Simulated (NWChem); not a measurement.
The numbers come from NWChem runs, not from measurements. System: CH2F (+1), charge 1, spin multiplicity 1, at a geometry optimised with PBE0/def2-SVP. The structure started from a generated list of species. Level: EOM-CCSD/def2-SVPD, 2 core orbitals frozen.

The NWChem input:

```
start mol
memory heap 100 mb stack 700 mb global 1900 mb
charge 1
geometry units angstroms nocenter noautoz
  C      0.000000     0.000000    -0.587899
  F      0.000000     0.000000     0.635519
  H     -0.984522     0.000000    -1.096138
  H      0.984522     0.000000    -1.096138
  symmetry group C2v
end
basis spherical
  * library def2-svpd
end
scf
  rhf
  nopen 0
  maxiter 100
  thresh 1e-7
  semidirect memsize 60000000 filesize 0
end
tce
  freeze core 2
  ccsd
  nroots 1
  2eorb
  2emet 13
  thresh 1e-5
  maxiter 200
  tilesize 24
end
task tce energy
```

Part of the output:

```
             Northwest Computational Chemistry Package (NWChem) 7.3.0
             --------------------------------------------------------

                                NWChem Input Module
                                -------------------

 Scaling coordinates for geometry "geometry" by  1.889725989
 (inverse scale =  0.529177249)

 Turning off AUTOSYM since
 SYMMETRY directive was detected!

                             Geometry "geometry" -> ""
                             -------------------------

 Output coordinates in angstroms (scale by  1.889725989 to convert to a.u.)

  No.       Tag          Charge          X              Y              Z
 ---- ---------------- ---------- -------------- -------------- --------------
    1 C                    6.0000     0.00000000     0.00000000    -0.58789900
    2 F                    9.0000     0.00000000     0.00000000     0.63551900
    3 H                    1.0000    -0.98452200     0.00000000    -1.09613800
    4 H                    1.0000     0.98452200     0.00000000    -1.09613800

 Effective nuclear repulsion energy (a.u.)      34.1390519199

            Nuclear Dipole moment (a.u.)
            ----------------------------
        X                 Y               Z
 ---------------- ---------------- ----------------
     0.0000000000     0.0000000000     0.0000018897

      Symmetry information
      --------------------

 Group name             C2v
 Group number             16
 Group order               4
 No. of unique centers     3

      Symmetry unique atoms

     1    2    3


 Summary of "ao basis" -> "" (spherical)
 ------------------------------------------------------------------------------
       Tag                 Description            Shells   Functions and Types
 ---------------- ------------------------------  ------  ---------------------
 *                         def2-svpd                  on all atoms

 Summary of "ao basis" -> "ao basis" (spherical)
 ------------------------------------------------------------------------------
       Tag                 Description            Shells   Functions and Types
[...]
   0.0001136050665   0.4920824050753   13.39025     0.2     0.2

 Iteration  19 using   19 trial vectors
   0.0000570799524   0.4920820834173   13.39024     0.2     0.2

 Iteration  20 using   20 trial vectors
   0.0000251538431   0.4920822716187   13.39025     0.2     0.2

 Iteration  21 using   21 trial vectors
   0.0000128332782   0.4920822128449   13.39024     0.2     0.2

 Iteration  22 using   22 trial vectors
   0.0000065571181   0.4920821664091   13.39024     0.3     0.3
 --------------------------------------------------------------
 Iterations converged
 ------------------

 Excited state root  1
 Excitation energy / hartree =        0.492082166409070
                   / eV      =       13.390242743903329
 largest EOMCCSD amplitudes: R1 and R2

 Singles contributions
    10a1  (alpha) ---     8b1  (alpha)       -0.6668961386
    11a1  (alpha) ---     5b1  (alpha)       -0.1154840847
    11a1  (alpha) ---     8b1  (alpha)       -0.5610716975
    13a1  (alpha) ---     8b1  (alpha)        0.2011622557
    19a1  (alpha) ---     8b1  (alpha)        0.1748009145
    22a1  (alpha) ---     8b1  (alpha)        0.1387019887

 Doubles contributions

 =========================================
 Excited-state calculation ( b2  symmetry)
 =========================================
 Dim. of EOMCC iter. space      500

 EOMCCSD SOLVER TYPE  1
  maxdiff =   0.84166132137392180

 No. of initial right vectors    1

 EOM-CCSD right-hand side iterations
 --------------------------------------------------------------
      Residuum       Omega / hartree  Omega / eV    Cpu    Wall
 --------------------------------------------------------------

 Iteration   1 using    1 trial vectors
   0.7380780164587   0.5500243657449   14.96693     0.4     0.4

 Iteration   2 using    2 trial vectors
   0.1814223577851   0.4209344939538   11.45422     0.2     0.2

 Iteration   3 using    3 trial vectors
   0.0990428544106   0.4071024895196   11.07783     0.2     0.2

 Iteration   4 using    4 trial vectors
   0.0442234117840   0.4025336644429   10.95350     0.2     0.2

 Iteration   5 using    5 trial vectors
   0.0210531773794   0.4010152111336   10.91218     0.2     0.2

 Iteration   6 using    6 trial vectors
   0.0126391268557   0.4007439982464   10.90480     0.2     0.2

 Iteration   7 using    7 trial vectors
   0.0061219847112   0.4005770429333   10.90026     0.2     0.2

 Iteration   8 using    8 trial vectors
   0.0024176749930   0.4006484902077   10.90220     0.2     0.2

 Iteration   9 using    9 trial vectors
   0.0010278311044   0.4006429625738   10.90205     0.2     0.2

 Iteration  10 using   10 trial vectors
   0.0005393241266   0.4006397678870   10.90197     0.2     0.2

 Iteration  11 using   11 trial vectors
   0.0002369151369   0.4006386310481   10.90194     0.3     0.3

 Iteration  12 using   12 trial vectors
   0.0000994226072   0.4006370190776   10.90189     0.3     0.3

 Iteration  13 using   13 trial vectors
   0.0000418333307   0.4006376297870   10.90191     0.3     0.3

 Iteration  14 using   14 trial vectors
   0.0000188488463   0.4006377155178   10.90191     0.2     0.2

 Iteration  15 using   15 trial vectors
   0.0000082659689   0.4006377819441   10.90191     0.3     0.3
 --------------------------------------------------------------
 Iterations converged
 ------------------

 Excited state root  1
 Excitation energy / hartree =        0.400637781944128
                   / eV      =       10.901913377107096
 largest EOMCCSD amplitudes: R1 and R2

 Singles contributions
     9b2  (alpha) ---     4a1  (alpha)       -0.1522852358
     9b2  (alpha) ---     6a1  (alpha)       -0.9072000971
    14b2  (alpha) ---     6a1  (alpha)        0.1166031763
    18b2  (alpha) ---     6a1  (alpha)        0.1157357152

 Doubles contributions

 Task  times  cpu:       20.3s     wall:       20.3s

 Total times  cpu:       20.3s     wall:       20.3s
```
